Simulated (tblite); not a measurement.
Input of a run (GFN2-xTB geometry optimisation, gas phase (tblite 0.8.0)), started from a force field or distance geometry:
```
{"job": {"kind": "relax", "xc": "GFN2-xTB", "basis": "xTB"}, "charge": 0, "multiplicity": 1}
C     -3.238100    -0.814100     0.223800
C     -2.063000     0.066200    -0.004500
O     -2.148400     1.247200     0.397300
N     -0.861800    -0.433600    -0.629800
Si     0.524000     0.664200    -0.843500
Si     0.084000     2.717200    -0.077100
Si     2.397800    -0.040700     0.083200
Si     2.375300    -2.199500     0.630100
H     -3.160000    -1.241300     1.226200
H     -4.136300    -0.132800     0.122600
H     -3.284400    -1.525500    -0.608600
H     -0.800500    -1.448000    -0.939700
H      0.750400     0.729100    -2.309300
H      1.366200     3.470400    -0.076400
H     -0.505900     2.670600     1.260100
H     -0.805400     3.427300    -1.009100
H      3.488000     0.157800    -0.895000
H      2.782300     0.745500     1.273900
H      2.616700    -3.005300    -0.590600
H      1.111500    -2.602300     1.253600
H      3.498800    -2.435400     1.512200
```

Output (eV, eV/Å):
```
step      E/eV     max force
  0    -674.55778    2.766
  1    -674.85765    2.497
  2    -675.00616    1.417
  3    -675.08870    0.671
  4    -675.17878    0.683
  5    -675.23002    0.833
  6    -675.29421    0.678
  7    -675.33084    0.482
  8    -675.36478    0.472
  9    -675.39372    0.561
 10    -675.42312    0.494
 11    -675.44802    0.324
 12    -675.46404    0.278
 13    -675.47514    0.245
 14    -675.48428    0.220
 15    -675.49172    0.170
 16    -675.49884    0.175
 17    -675.50585    0.232
 18    -675.51291    0.227
 19    -675.51982    0.231
 20    -675.52529    0.147
 21    -675.52923    0.164
 22    -675.53312    0.137
 23    -675.53776    0.182
 24    -675.54291    0.182
 25    -675.54808    0.167
 26    -675.55307    0.196
 27    -675.55815    0.162
 28    -675.56331    0.188
 29    -675.56746    0.126
 30    -675.57023    0.112
 31    -675.57243    0.114
 32    -675.57447    0.144
 33    -675.57634    0.122
 34    -675.57794    0.112
 35    -675.57938    0.103
 36    -675.58093    0.098
 37    -675.58235    0.096
 38    -675.58326    0.071
 39    -675.58380    0.077
 40    -675.58435    0.073
 41    -675.58510    0.093
 42    -675.58597    0.086
 43    -675.58666    0.047
 44    -675.58706    0.041
 45    -675.58735    0.035
 46    -675.58767    0.054
 47    -675.58806    0.068
 48    -675.58856    0.069
 49    -675.58923    0.093
 50    -675.59011    0.099
 51    -675.59106    0.082
 52    -675.59184    0.068
 53    -675.59237    0.059
 54    -675.59284    0.062
 55    -675.59344    0.063
 56    -675.59422    0.087
 57    -675.59516    0.117
 58    -675.59611    0.114
 59    -675.59700    0.080
 60    -675.59778    0.058
 61    -675.59852    0.058
 62    -675.59926    0.080
 63    -675.59997    0.074
 64    -675.60055    0.043
 65    -675.60098    0.044
 66    -675.60138    0.046
 67    -675.60188    0.069
 68    -675.60247    0.073
 69    -675.60300    0.046
 70    -675.60331    0.036
 71    -675.60350    0.036
 72    -675.60369    0.040
 73    -675.60399    0.051
 74    -675.60444    0.052
 75    -675.60495    0.055
 76    -675.60535    0.058
 77    -675.60564    0.043
 78    -675.60591    0.048
 79    -675.60626    0.070
 80    -675.60679    0.086
 81    -675.60743    0.083
 82    -675.60804    0.059
 83    -675.60849    0.040
 84    -675.60884    0.051
 85    -675.60919    0.067
 86    -675.60961    0.062
 87    -675.61004    0.048
 88    -675.61029    0.033
 89    -675.61048    0.037
 90    -675.61075    0.043
 91    -675.61103    0.051
 92    -675.61135    0.041
 93    -675.61160    0.033
 94    -675.61179    0.030
 95    -675.61196    0.038
 96    -675.61214    0.041
 97    -675.61237    0.034
 98    -675.61270    0.048
 99    -675.61314    0.069
100    -675.61365    0.069
101    -675.61410    0.044
102    -675.61441    0.034
103    -675.61461    0.033
104    -675.61479    0.042
105    -675.61503    0.041
106    -675.61554    0.051
107    -675.61600    0.064
108    -675.61639    0.055
109    -675.61667    0.038
110    -675.61685    0.043
111    -675.61697    0.022
112    -675.61707    0.021
113    -675.61718    0.027
114    -675.61732    0.033
115    -675.61756    0.042
116    -675.61787    0.036
117    -675.61809    0.032
118    -675.61823    0.039
119    -675.61836    0.040
120    -675.61851    0.036
121    -675.61866    0.021
122    -675.61880    0.026
123    -675.61889    0.019
124    -675.61897    0.023
125    -675.61904    0.021
126    -675.61913    0.017
127    -675.61925    0.021
128    -675.61941    0.033
129    -675.61959    0.033
130    -675.61974    0.024
131    -675.61985    0.022
132    -675.61992    0.023
133    -675.62000    0.026
134    -675.62012    0.021
135    -675.62029    0.021
136    -675.62036    0.022
137    -675.62046    0.019
138    -675.62053    0.018
139    -675.62062    0.017
140    -675.62071    0.021
141    -675.62079    0.019
142    -675.62087    0.017
143    -675.62092    0.022
144    -675.62097    0.017
145    -675.62103    0.022
146    -675.62109    0.027
147    -675.62116    0.020
148    -675.62122    0.013
149    -675.62124    0.012
150    -675.62127    0.012
151    -675.62131    0.019
152    -675.62135    0.021
153    -675.62141    0.017
154    -675.62146    0.016
155    -675.62151    0.014
156    -675.62156    0.015
157    -675.62162    0.019
158    -675.62168    0.017
159    -675.62174    0.017
160    -675.62179    0.014
161    -675.62184    0.015
162    -675.62189    0.016
163    -675.62194    0.016
164    -675.62199    0.016
165    -675.62204    0.016
166    -675.62210    0.016
167    -675.62217    0.023
168    -675.62224    0.023
169    -675.62232    0.022
170    -675.62240    0.020
171    -675.62247    0.018
172    -675.62252    0.013
173    -675.62256    0.014
174    -675.62260    0.020
175    -675.62264    0.020
176    -675.62270    0.014
177    -675.62275    0.017
178    -675.62279    0.017
179    -675.62282    0.018
180    -675.62284    0.015
181    -675.62286    0.010
```

Problem. Summarise the run.

Solution. The energy falls by 102.8 kJ/mol over 181 L-BFGS steps, the largest force on an atom goes from 2.77 to 0.010 eV/Å, and the atoms move by 0.541 Å rms after alignment. The bond that changes most is Si5–Si7 (SiH silicon to SiH2 silicon), which lengthens by 0.126 Å. Bonds longer at the end by more than 0.005 Å: 6 of 20; shorter: 7. Among the angles that change most is Si6–Si5–Si7, from 108.5° to 124.9°. Among the dihedrals that turn most is Si7–Si5–Si6–H15, from -79° to -36°. The energy never rose by more than 1e-5 eV on the way. The first step brought 28 % of the lowering.

Problem. What are the final bond lengths?

Solution. C1–C2 1.512 Å, C2=O3 1.222 Å, C2–N4 1.338 Å, N4–Si5 1.791 Å, Si5–Si6 2.322 Å, Si5–Si7 2.332 Å, Si7–Si8 2.322 Å, C1–H9 1.089 Å, C1–H10 1.086 Å, C1–H11 1.089 Å, N4–H12 1.008 Å, Si5–H13 1.484 Å, Si6–H14 1.487 Å, Si6–H15 1.459 Å, Si6–H16 1.460 Å, Si7–H17 1.473 Å, Si7–H18 1.475 Å, Si8–H19 1.469 Å, Si8–H20 1.471 Å, Si8–H21 1.464 Å. Numbering counts from 1 in the input's order; the species is `CC(=O)N[Si@@H]([SiH3])[SiH2][SiH3]`.

Time: 2.3 s of wall time. Hardware: one thread, Arm Neoverse V1 (aarch64) (shared host).

Its lowest GFN2-xTB frequency is 8 cm⁻¹, too small to tell a flat minimum from a shallow saddle. One conformer, not necessarily the lowest.

These are computed values.
